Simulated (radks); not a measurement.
Values are calculated unless marked as measured or tabulated.
The nuclear charge of the promethium ion Pm2+ is varied continuously with 59 electrons held in [Xe] 4f5. Code: a radial shooting solver on a logarithmic mesh with Libxc functionals. Model: Dirac Kohn-Sham, PBE, spin-unpolarised, spherical densities, point nucleus; open shells are shared between the two j in proportion to 2j + 1. By the Hellmann-Feynman theorem dE/dZ = E(electron-nucleus)/Z, the electronic potential at the nucleus.

| Z | E (hartree) | E(electron-nucleus)/Z (hartree) | HOMO | e(HOMO) (eV) | <r> HOMO (bohr) |
|---|---|---|---|---|---|
| 60.5 | -9826.8393 | -396.947 | 4f7/2 | -7.971 | 1.159 |
| 60.75 | -9926.3750 | -399.338 | 4f7/2 | -11.302 | 1.094 |
| 61 | -10026.5081 | -401.726 | 4f7/2 | -14.971 | 1.043 |
| 61.25 | -10127.2377 | -404.112 | 4f7/2 | -18.917 | 1.002 |
| 61.5 | -10228.5639 | -406.498 | 4f7/2 | -23.107 | 0.9675 |
| 61.75 | -10330.4866 | -408.884 | 4f7/2 | -27.515 | 0.9374 |
| 62 | -10433.0061 | -411.272 | 4f7/2 | -32.127 | 0.9107 |

The central difference of E at Z = 61 is -401.725 hartree, to compare with the third column; the second derivative is -9.55 hartree.
